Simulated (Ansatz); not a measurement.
Ag3Br2. Total charge 0; doublet. Geometry PBE0-D4/def2-SVP, basis def2-TZVP, Ansatz.

```xyz
5

Ag   -0.953   -0.571   -0.340
Ag    0.634    0.955    1.647
Ag    1.780    0.489   -0.786
Br   -1.781   -0.014    1.978
Br    0.320   -0.858   -2.499
```

| run | HOMO (eV) | LUMO (eV) |
| --- | --- | --- |
| A | -8.06 | -1.56 |
| B | -5.78 | -4.18 |
| C | -5.92 | -3.80 |
| D | -5.18 | -4.66 |
| E | -5.69 | -4.13 |
| F | -5.40 | -4.44 |

In the def2 sets Ag takes a core potential; there is no spin–orbit coupling. LC-ωPBE has ω = 0.4 bohr⁻¹. B3LYP takes the VWN-RPA correlation. No other spin state of charge 0 was run. The structure comes from a short search, and lower isomers may exist.

HOMO and LUMO are taken over both spins.

The runs used B3LYP, LC-ωPBE, PBE, PBE0, r2SCAN, r2SCANh. Estimate which is which.

A LC-ωPBE (range-separated); B B3LYP (20 % exact exchange); C PBE0 (25 % exact exchange); D PBE (0 % exact exchange); E r2SCANh (10 % exact exchange); F r2SCAN (0 % exact exchange). Exact exchange lowers occupied and raises empty levels; among semilocal functionals meta-GGAs tend to open the gap a little, and such runs are hard to tell apart. The gap grows from 0.52 eV (PBE) to 6.50 eV (LC-ωPBE).
